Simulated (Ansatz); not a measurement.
The cluster CoSi₃⁻. Charge -1, multiplicity 3. Geometry PBE-D4/def2-SVP, that of the neutral doublet; atoms count from 1.

```xyz
4

Co    0.019    0.888   -0.748
Si    1.624    0.579    0.656
Si   -0.020   -0.959    0.808
Si   -1.622   -0.508   -0.716
```

The charge -1 triplet is spin-contaminated (final ⟨S²⟩ up to 2.49, 2.00 for a pure state). The structure comes from a short search, and lower isomers may exist.

(1) Estimate the Mulliken populations from the PBE0/def2-TZVPD orbitals of Ansatz.

(2) Where does the spin sit?

(3) And the Mayer bond orders between bonded heavy atoms (over 0.3)?

Answers

(1) 
| atom | charge (e) | spin (α − β) | d electrons |
| --- | --- | --- | --- |
| Co1 | -0.18 | 2.30 | 7.75 |
| Si2 | -0.31 | -0.41 | – |
| Si3 | -0.19 | 0.52 | – |
| Si4 | -0.31 | -0.41 | – |
Mulliken values and Mayer orders depend strongly on the basis. With diffuse functions, as here, like atoms can get unlike values, and bond orders can come out too low or too high.

(2) Summed by element: Co 2.30, Si -0.30, of 2 unpaired in all. Largest on single atoms: Co1 2.30, Si3 0.52, Si2 -0.41.

(3) Co1–Si2 1.36 (2.15 Å); Co1–Si3 0.74 (2.42 Å); Co1–Si4 1.36 (2.15 Å); Si2–Si3 1.10 (2.26 Å); Si3–Si4 1.10 (2.26 Å). Values over 0.3 also appear between atoms too far apart for a bond (Si2–Si4 0.35 at 3.69 Å); they arise where an orbital or an unpaired electron spreads over both atoms.
